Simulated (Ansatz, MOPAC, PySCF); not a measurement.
Complex: HF (SMILES F) (first 2 atoms) with HI (SMILES I); geometry from B3LYP-D3(BJ)/def2-TZVP.
(charge 0, multiplicity 1):
```xyz
4

F     -0.070     0.475    -0.241
H      0.005     0.035     0.577
I      0.213    -1.036     2.982
H      0.174     0.436     3.649
```

Monomers are frozen at their geometry in the pair; levels with a basis set take the counterpoise correction. Rows marked so take none.

Correlated levels freeze the cores. Filled d and f shells under p-block atoms count as core. CBS: X⁻³ extrapolation of the correlation energy, Hartree–Fock from the larger set. Rows in 3-21G, STO-3G carry no dispersion term and start afresh at each structure; the Pople sets are all-electron and without relativity. The state that AM1, PM3, PM6, PM7 reach isn't checked; PM7 holds dispersion and hydrogen-bond terms.

Programs: Ansatz (a quantum-chemistry and plane-wave program); MOPAC for AM1, PM3, PM6, PM7 (differences of heats of formation); PySCF for 3-21G rows, STO-3G rows, the dispersion terms. Each number belongs to the level named beside it. In def2 rows elements past Kr take small-core potentials, without spin–orbit coupling.

Other levels give for the interaction energy: PBE/def2-TZVPPD -3.16; B3LYP/def2-TZVPPD -2.25; B3LYP-D3(BJ)/def2-TZVPPD -3.19; wB97M-V/def2-TZVPPD -2.69; CCSD(T)/CBS(def2-TZVPPD, def2-QZVPPD) -2.47 kcal/mol.

Question: What do these common cheap choices give for the same quantity: AM1, PM3, PM6, PM7, HF/STO-3G (no counterpoise), HF/3-21G (no counterpoise), B3LYP/3-21G (no counterpoise)?

Answer: AM1 0.31; PM3 2.64; PM6 -2.09; PM7 2.50; HF/STO-3G (no counterpoise) -1.17; HF/3-21G (no counterpoise) -0.34; B3LYP/3-21G (no counterpoise) -2.22 kcal/mol. They span -2.22 to 2.64 kcal/mol.
